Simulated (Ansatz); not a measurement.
Species: 2-bromofuran, C4H3BrO (charge 0, singlet). 
Structure (B3LYP-D3(BJ)/def2-TZVP (Ansatz, an electronic-structure program) minimum search):
```xyz
9

Br     1.5034    -0.2805    -0.0023
C     -0.3076     0.1641    -0.0095
C     -0.9459     1.3561    -0.1091
C     -2.3436     1.0460    -0.0535
C     -2.4372    -0.2989     0.0743
O     -1.1885    -0.8581     0.1030
H     -0.4844     2.3223    -0.2085
H     -3.1634     1.7423    -0.1032
H     -3.2583    -0.9877     0.1545
```

Basis-set convergence of Hartree-Fock and CCSD correlation energies (hartree) with Ansatz. Cores are frozen in the correlated levels unless marked. Spin-orbit coupling is left out. The frozen core is the preceding noble-gas configuration, with the filled d and f shells of earlier blocks. Non-relativistic.

The Hartree-Fock reference is unstable (checked in the largest basis), which strains HF and MP2. 

```csv
basis,functions,E(HF),"E(corr, CCSD)"
aug-cc-pVDZ,178,-2800.45302,-0.88527
aug-cc-pVTZ,358,-2800.58258,-1.06073
aug-cc-pVQZ,631,-2800.59888,-1.11588
```

Extrapolating the two largest sets (X = 3 and 4) as X^-3: E(corr) = (64·(-1.11588) - 27·(-1.06073))/37 = -1.1561 Eh, an estimate of the basis-set limit. The largest set recovers 96.5 % of it, the smallest 76.6 %.
